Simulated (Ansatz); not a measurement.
Question: Name a neutral molecule of C, Sn and H with HOMO–LUMO gap (ωB97M-V/def2-TZVPP) between 10.75 and 11.05 eV and size of the dipole moment (B3LYP/def2-TZVPP) between 0.80 and 1.10 D (Ansatz, PBE0-D4/def2-TZVP geometry).

Answer: `C[CH](C)[SnH2][CH](C)C` (11.04 eV, 1.04 D); `[SnH3][c]1ccccc1` (10.85 eV, 0.86 D). Other molecules can fit too; these were computed, each in one conformer that needn't be the lowest.

B3LYP here is the variant with VWN-RPA as its local correlation; programs differ in this.
